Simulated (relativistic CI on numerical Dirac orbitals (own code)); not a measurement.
# One change at a time: Ti14+

Base calculation: Dirac-Coulomb-Breit CI, orbitals from a KLI potential per configuration, a model potential for QED, unscaled Slater integrals.

Configuration list (outside the closed core 1s2): 2s2 2p4, 2s 2p5, 2p6, 2p5 3s, 2s2 2p3 3s, 2p5 3p, 2p5 3d, 2s2 2p3 3p, 2s2 2p3 3d, 2s 2p4 3s, 2s 2p4 3p, 2s 2p4 3d, 2s2 2p3 4s, 2s2 2p3 4p, 2s2 2p3 4d, 2s2 2p3 4f. Levels of other configurations are missing.

The lowest level and the first level of each name with at least 55 % of one term (blank where a level has no safe partner in the second run):

```
           Level  Base (eV)  Shift (eV)
    2s2 2p4 3P_2      0.000       0.000
    2s2 2p4 3P_1      4.846       0.000
    2s2 2p4 3P_0      5.233      +0.001
    2s2 2p4 1D_2     13.780       0.000
    2s2 2p4 1S_0     26.718      +0.011
    2s 2p5 3P°_2     89.082      +0.298
    2s 2p5 3P°_1     92.881      +0.298
    2s 2p5 3P°_0     95.242      +0.298
    2s 2p5 1P°_1    123.251      +0.298
        2p6 1S_0    209.135      +0.530
2s2 2p3 3s 5S°_2    533.484      +1.191
2s2 2p3 3s 3S°_1    539.250      +1.190
2s2 2p3 3s 3D°_1    550.012      +1.191
2s2 2p3 3s 3D°_2    550.106      +1.191
2s2 2p3 3s 3D°_3    551.535      +1.190
2s2 2p3 3s 1D°_2    553.806      +1.190
 2s2 2p3 3p 5P_1    556.603      +1.331
 2s2 2p3 3p 5P_2    556.914      +1.331
 2s2 2p3 3p 5P_3    557.847      +1.332
2s2 2p3 3s 3P°_0    559.433      +1.198
2s2 2p3 3s 3P°_1    560.004      +1.198
 2s2 2p3 3p 3P_1    562.185      +1.331
```

At this charge energies of transitions that change n are usually good to better than 1 %, and those within a shell (Δn = 0) to a few per cent.

**Question.** One thing was changed in a second run, which moved the levels as shown. Which?
A. configuration mixing switched off
B. QED terms removed
C. P86 correlation estimate
D. Breit term removed

**Answer.** C. P86 correlation estimate. A correlation estimate moves all levels of a configuration together before mixing; mixed levels move by a weighted share.

LS names give the leading component of a level, which can be under half, so a name can repeat, a term be missing and a line seem to break the LS rules.
